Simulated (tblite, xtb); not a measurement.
BrPb (SMILES [Br][Pb+]), charge +1, singlet, geometry from GFN2-xTB (such geometries of metal compounds can be far from the true shape). Base run: xtb with GFN1-xTB.

Geometry (Å):
```xyz
2

Pb     0.0000     0.0000    -0.7393
Br     0.0000     0.0000     1.7321
```
Charge +1, spin multiplicity 1.
All else is at xtb's defaults.
Base energy -5.11030 Eh.

Programs used: tblite, xtb; a row that names a program was run with it.

Variants of this job, named by their change:

```tsv
change	ΔE vs base (kcal/mol)	HOMO-LUMO gap (eV)	G_solv (kcal/mol)	SCF cycles
base	0.000	3.52	-	12
alpb = ether	-32.45	3.52	-32.45	12
etemp = 1000	0.000	3.52	-	12
gbsa = methanol	-47.02	3.57	-47.14	10
acc = 1000	0.002	3.52	-	9
etemp = 3000	-0.059	3.53	-	12
program = tblite; method = gfn1; option = (--guess, eeq)	-0.001	-	-	-
acc = 0.1	0.000	3.52	-	12
program = tblite; method = gfn1; option = (--etemp, 2000)	-0.002	-	-	-
acc = 30	0.000	3.52	-	11
file = coord	0.000	3.52	-	12
program = tblite; method = gfn1; option = (--efield, 0,0,0.1)	2.22	-	-	-
```

ALPB and GBSA are two models with their own fitted parameters for each solvent, which aren't always the measured dielectric constant.
